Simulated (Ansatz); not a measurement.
Species: C2H5NSi, SMILES `C#CN[SiH3]` (charge 0, multiplicity 1).

Give a relaxed geometry from B3LYP-D3(BJ)/def2-TZVP (Ansatz, a quantum-chemistry and plane-wave program).

the end point of this relaxation (outside a Z-matrix the atoms follow the SMILES, hydrogens last).
Bond lengths (Å): C1–C2 1.203, C1–H5 1.061, C2–N3 1.341, N3–Si4 1.745, N3–H6 1.009, Si4–H7 1.479, Si4–H8 1.479, Si4–H9 1.479. Bond angles (°): C2–C1–H5 179.3, C1–C2–N3 177.2, C2–N3–Si4 123.6, C2–N3–H6 116.0, Si4–N3–H6 120.5, N3–Si4–H7 105.1, N3–Si4–H8 110.7, N3–Si4–H9 110.8, H7–Si4–H8 110.8, H7–Si4–H9 110.7, H8–Si4–H9 108.7.
